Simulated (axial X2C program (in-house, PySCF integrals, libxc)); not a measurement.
The numbers below are computed, except where a source is named.
**GaCl⁻: input and output**

Program: an in-house all-electron X2C program for linear molecules (integrals from PySCF).

Input:
```json
{"zs": [31, 17], "q": -1, "bas": ["dyall-acv3z", "dyall-av3z"], "levels": ["PBE0", "HF", "TPSS"], "cc": true, "r0": 2.23, "thr": -1.0, "nmax": 90, "npts": 10, "nst": 2, "ntry": 6}
```
```bash
python so2c.py task.json out
```

Keys: zs atomic numbers; q charge; bas basis sets; levels methods; cc coupled cluster on or off; r0 starting distance in Å; thr threshold in hartree for freezing inner shells (an s shell follows its p shell); nmax most natural virtual spinors; npts points on the curve; nst determinants followed; ntry starts of the search. HF also brings MP2.

Output of the HF step, 2c, at R = 2.376 Å for the state Ω = 1/2. It starts from PBE0 orbitals of this distance.

```
two-component X2C + atomic mean field  HF
basis functions 186  fitting functions 1011  grid points 5079
iter        total energy     max residual
   1      -2402.553723006     1.23e-01
   2      -2402.581131883     9.64e-03
   3      -2402.582096227     7.92e-03
   4      -2402.582593756     1.02e-03
   5      -2402.582655807     2.86e-04
   6      -2402.582672640     1.72e-04
   7      -2402.582679202     1.28e-04
   8      -2402.582684910     7.76e-05
   9      -2402.582687203     3.67e-05
  10      -2402.582687684     1.24e-05
  11      -2402.582687722     3.91e-06
  12      -2402.582687728     1.57e-06
  13      -2402.582687729     9.39e-07
converged
one-electron -3588.63244081  Coulomb 1171.76677637  exact exchange -102.36928433  xc functional 0.00000000  nuclear repulsion 117.37221808  atomic mean-field constant -0.71995703
correlated 11  virtual 289  natural virtual 90  E(MP2) -0.258737159  MP2 remainder -0.009391601
iter   CCSD correlation   residual
   1     -0.267140522   1.18e-01
   2     -0.274567231   4.25e-02
   3     -0.275173124   1.47e-02
   4     -0.275150410   6.14e-03
   5     -0.275188978   2.01e-03
   6     -0.275190120   8.33e-04
   7     -0.275189984   3.41e-04
   8     -0.275192409   1.28e-04
   9     -0.275191128   4.22e-05
  10     -0.275191003   1.49e-05
  11     -0.275190844   5.47e-06
  12     -0.275190836   2.50e-06
(T) -0.011898610  T1 0.0194  D1 0.0436  max T2 0.084
```
Energies are in hartree; totals compare only within one Hamiltonian and basis. T1 in the output is the amplitude norm over the root of the electron number; divide by √2 for the Lee–Taylor value.
